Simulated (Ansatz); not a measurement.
One geometry of the Br⁻ ion, several functionals.

```yaml
crystal:
  periodic: [false, false, false]
  atoms:
    - {symbol: Br, position_ang: [-0.000000, 0.000000, -0.000000]}
basis:
  gaussian: {orbitals: def2-TZVPPD}
total_charge: -1
hamiltonian: {xc: lda}
output: {orbitals: {seedname: orbitals}}
```

```sh
$ ansatz run in.yaml --threads 2 --pin off --events-out ev --progress --plain --max-ram 32768MiB --backend cpu
```

Output, abridged:

```
Functional definition: SPW92
420 factors; their error is unknown
mean field evaluation 1: about -69946.5411 eV, gradient 5.1e1 eV
mean field evaluation 2: about -69943.2773 eV, gradient 7.3e1 eV
mean field evaluation 4: about -69951.5839 eV, gradient 3.1e0 eV
mean field evaluation 8: about -69951.6109 eV, gradient 6.3e-4 eV
mean field -69951.61090875 eV, -2570.6742859919 hartree, gradient 1.1e-5 eV, S^2 0.000000; 0 other end points of the search recorded, 0 dependent functions left out
reference -69951.61093558 eV, -2570.6742869775 hartree; 18, 18 occupied and 39, 39 virtual orbitals, 420 factors
Total energy: -69951.61093558 eV, -2570.6742869775 hartree
```

Hardware: 2 threads of a server CPU on a shared host. Wall time 0.3 s, peak host memory 0.1 GiB.

Changing it to `hamiltonian: {xc: {name: CAM-B3LYP}}` (abridged; 0.56 s):

```
Functional definition: CAM-B3LYP
mean field -70052.14175714 eV, -2574.3687265280 hartree, gradient 3.0e-5 eV, S^2 0.000000
Total energy: -70052.14182797 eV, -2574.3687291306 hartree
```

With the line `hamiltonian: {xc: r2scan}` (abridged; 0.81 s):

```
Functional definition: r2SCAN
mean field -70048.15939552 eV, -2574.2223774375 hartree, gradient 1.1e-5 eV, S^2 0.000000
Total energy: -70048.15940557 eV, -2574.2223778071 hartree
```

Changing it to `hamiltonian: {xc: {name: wB97X-V}}` (abridged; 0.8 s):

```
Functional definition: wB97X-V
mean field -70042.14933670 eV, -2574.0015118499 hartree, gradient 2.0e-5 eV, S^2 0.000000
Total energy: -70042.14933524 eV, -2574.0015117960 hartree
```

The same input with `hamiltonian: {xc: {name: B2PLYP}}` (abridged; 0.81 s):

```
Functional definition: B2PLYP
mean field -70035.73058119 eV, -2573.7656269355 hartree, gradient 4.0e-6 eV, S^2 0.000000
9 core orbitals not correlated: weight in the atoms' cores, before any rotation towards them, 1.000 or more for the frozen orbitals, at most 0.000 for the correlated occupied ones
second order -9.14561220 eV of doubles, -0.00000000 eV of singles
Total energy: -70038.19998814 eV, -2573.8563759670 hartree
```

With the line `hamiltonian: {xc: pbe}` (abridged; 0.35 s):

```
Functional definition: PBE
mean field -70038.02322931 eV, -2573.8498801998 hartree, gradient 4.9e-5 eV, S^2 0.000000
Total energy: -70038.02325716 eV, -2573.8498812232 hartree
```
